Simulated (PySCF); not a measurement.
# Heteronuclear NMR

Bonds (- single, = double, # triple, : aromatic): C1-C2, C2:C3, C3:C4, C4:P5, P5:C6, C6:C7, C7:C8, C8:C9, C9:C10, C10:C11, C11:C2, C11:C6. C1 carries H12, H13, H14; C3 carries H15; C4 carries H16; C7 carries H17; C8 carries H18; C9 carries H19; C10 carries H20.

How the numbers were obtained: shielding tensors at PBE0/pcSseg-1 (GIAO), structure optimised with GFN2-xTB, in PySCF 2.14.0 with density-fitted response routines (one conformer, no relativistic terms, one averaged value for each set of equivalent atoms, isolated molecule).

Predict the ³¹P NMR data.

Results:


| atoms | environment | σ (ppm) | δ (ppm) |
| --- | --- | --- | --- |
| P5 | phosphorus bonded to 2 C, in a 6-membered ring | 87.2 | 197.9 |

Shieldings were converted by a linear fit to measured shifts: ³¹P: δ = 270.09 − 0.828σ (rms 18.1 ppm, 64 shifts vs H3PO4, solution or neat liquid). A few per cent of atoms miss by over 2 rms, more outside the fitted compound classes.

On a 600 MHz spectrometer ³¹P resonates near 242.9 MHz, so 1 ppm is 242.9 Hz.
